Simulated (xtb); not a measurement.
silolane (C4H10Si), SMILES C1CC[SiH2]C1. All values are semi-empirical tight-binding results from xtb (GFN2-xTB unless named), good for trends rather than for accurate numbers. Geometry optimised at GFN2-xTB. One conformer was computed; it need not be the lowest.

Optimised geometry:

Bonded distances (Å): C1–C2 1.526, C1–C5 1.531, C1–H6 1.092, C1–H7 1.093, C2–C3 1.531, C2–H8 1.092, C2–H9 1.093, C3–Si4 1.907, C3–H10 1.091, C3–H11 1.088, Si4–C5 1.907, Si4–H12 1.466, Si4–H13 1.466, C5–H14 1.091, C5–H15 1.088. Bond angles (°): C2–C1–C5 108.0, C2–C1–H6 111.1, C2–C1–H7 108.9, C5–C1–H6 111.5, C5–C1–H7 109.4, H6–C1–H7 107.8, C1–C2–C3 108.0, C1–C2–H8 111.1, C1–C2–H9 108.9, C3–C2–H8 111.5, C3–C2–H9 109.4, H8–C2–H9 107.8, C2–C3–Si4 104.5, C2–C3–H10 109.5, C2–C3–H11 111.0, Si4–C3–H10 110.6, Si4–C3–H11 114.5, H10–C3–H11 106.8, C3–Si4–C5 93.5, C3–Si4–H12 112.7, C3–Si4–H13 113.4, C5–Si4–H12 113.4, C5–Si4–H13 112.7, H12–Si4–H13 110.3, C1–C5–Si4 104.5, C1–C5–H14 109.5, C1–C5–H15 111.0, Si4–C5–H14 110.6, Si4–C5–H15 114.5, H14–C5–H15 106.8.
Charge 0, spin multiplicity 1.

```yaml
point_group_as_xtb_finds_it: C2
orbital_gap: 5.50 eV
dipole_moment: 0.10 D
zero_point_energy: 79.7 kcal/mol
G − E(el) at 298.15 K (modified RRHO): 61.9 kcal/mol
static polarisability (D4 model): 74.0 bohr³
solvation energy, GFN2-xTB/ALPB(water): 0.3 kcal/mol
solvation energy, GFN2-xTB/ALPB(dmf): -3.7 kcal/mol
```

Question: Give the atomic charges and the Wiberg bond orders between heavy atoms. (The exact figures need the calculation; the answer reports its results.)

Answer: charges (e) C1 -0.06, C2 -0.06, C3 -0.16, Si4 0.46, C5 -0.16, H6 0.02, H7 0.02, H8 0.02, H9 0.02, H10 0.02, H11 0.02, H12 -0.09, H13 -0.09, H14 0.02, H15 0.02. Bond orders C1–C2 1.02, C2–C3 1.02, C3–Si4 0.89, C1–C5 1.02, Si4–C5 0.89.
